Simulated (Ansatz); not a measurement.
The same path of C$_{2}$H$_{3}$BF (7 atoms, charge 0, multiplicity 2) was run twice with different band settings.

Theory: UKS PBE0/def2-SVP (Ansatz 0.2.0).

Relaxed end points:

```xyz
7
Properties=species:S:1:pos:R:3
B -0.946 0.446 -1.084
C -0.057 0.374 0.143
C 0.600 -0.772 0.394
F 1.394 -0.936 1.430
H -1.619 1.355 -1.501
H 0.092 1.200 0.853
H 0.537 -1.668 -0.234
```

```xyz
7
Properties=species:S:1:pos:R:3
B -1.167 0.649 -0.712
C -0.042 0.425 0.216
C 0.655 -0.713 0.458
F 0.425 -1.819 -0.252
H -1.504 1.030 -1.795
H 0.207 1.276 0.866
H 1.426 -0.848 1.221
```

Common settings: movable images 7; climbing image yes; optimiser quadratic models (default); start path through a guess of the saddle point; force threshold 0.03 eV/Å; iteration limit 60; end points relaxed.

| run | spring |
| --- | --- |
| 1 | 5.0 eV/Å² |
| 2 | 50.0 eV/Å² |

Question: What does each run give, and how far can it be trusted?

Answer: Run 1: converged after 18 iterations, highest image 0.805 eV above the first end. A vibrational analysis at the climbing image gives one clearly imaginary mode, 350i cm⁻¹: a first-order saddle point.
Run 2: converged after 17 iterations, highest image 0.805 eV above the first end. Another band between the same ends (7 images) ends at a top of the same energy, where a vibrational analysis finds 1 clearly imaginary mode.
